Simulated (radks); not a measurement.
All-electron atom: Nb V in [Kr] 4d1 (the NIST ground configuration). Calculated with a radial shooting solver on a logarithmic mesh with Libxc functionals: non-relativistic Kohn-Sham, TPSS, spin-polarised, spherical densities, point nucleus; open shells are filled with parallel spins first (spin-orbit coupling, left out, can overturn this in heavy ions); meta-GGA in the generalised Kohn-Sham scheme; relativity is left out, which matters for an element this heavy.

Local quantities along the radius. ELF = 1/(1 + alpha^2) is the electron localisation function; alpha = (tau - tau_W)/tau_unif compares the Pauli kinetic energy density with that of the uniform gas (summed over spins); -r V(r) is the screened charge that the Kohn-Sham potential of spin up presents (atomic units); s = |grad rho|/(2 (3 pi^2)^(1/3) rho^(4/3)) is the reduced gradient; r v_xc is r times the local exchange-correlation potential of spin up (hartree bohr, multiplicative part alone).

r (bohr)	ELF	alpha	-r V(r)	s	r v_xc
0.002097	1.000	0.01965	40.76	0.3861	-0.2147
0.002731	1.000	0.02107	40.64	0.3927	-0.2294
0.003556	0.999	0.02309	40.48	0.4015	-0.2478
0.00463	0.999	0.02601	40.28	0.4131	-0.2705
0.006078	0.999	0.03055	40.00	0.4293	-0.2991
0.007914	0.999	0.03750	39.66	0.4504	-0.3323
0.01031	0.998	0.04898	39.21	0.4788	-0.3710
0.01342	0.995	0.06932	38.66	0.5173	-0.4148
0.01761	0.988	0.1103	37.93	0.5706	-0.4641
0.02293	0.963	0.1957	37.07	0.6367	-0.5133
0.02986	0.867	0.3921	36.01	0.7069	-0.5554
0.0392	0.585	0.8417	34.66	0.7312	-0.5630
0.05104	0.330	1.425	33.05	0.6010	-0.5221
0.06646	0.351	1.359	31.26	0.3640	-0.6080
0.08654	0.599	0.8188	29.25	0.2855	-0.7883
0.1136	0.764	0.5554	26.88	0.3817	-0.9497
0.1479	0.688	0.6732	24.17	0.5298	-0.9018
0.1926	0.363	1.325	21.27	0.5477	-0.8053
0.2508	0.328	1.430	18.39	0.2733	-0.9131
0.3292	0.663	0.7134	15.50	0.2427	-1.180
0.4286	0.780	0.5303	12.80	0.4441	-1.267
0.5582	0.597	0.8209	10.41	0.7299	-1.082
0.7268	0.198	2.013	8.434	0.7415	-0.8243
0.954	0.462	1.078	7.145	0.3501	-1.051
1.242	0.821	0.4668	6.066	0.5628	-1.116
1.617	0.740	0.5935	5.289	1.050	-0.9875
2.123	0.305	1.511	4.674	2.100	-0.6139
2.765	0.032	5.479	4.481	4.409	-0.4731
3.6	0.002	22.99	4.354	10.69	-0.3532
4.687	0.000	133.8	4.159	33.84	-0.1586

On this mesh the ELF has minima near r = 0.058, 0.22, 0.73 bohr, which separate the shells, and maxima near 0.11 (0.76), 0.43 (0.78), 1.2 (0.82).

Self-consistent cycle (total energy in hartree, residual of the potential): 1: -3742.765440, 1e+01; 2: -3749.431554, 6e+00; 3: -3752.270626, 6e-01; 4: -3752.273046, 3e-01; 5: -3752.283051, 5e-02; 6: -3752.283313, 5e-04; 7: -3752.283314, 4e-04; 8: -3752.283314, 2e-05; 9: -3752.283314, 9e-07.
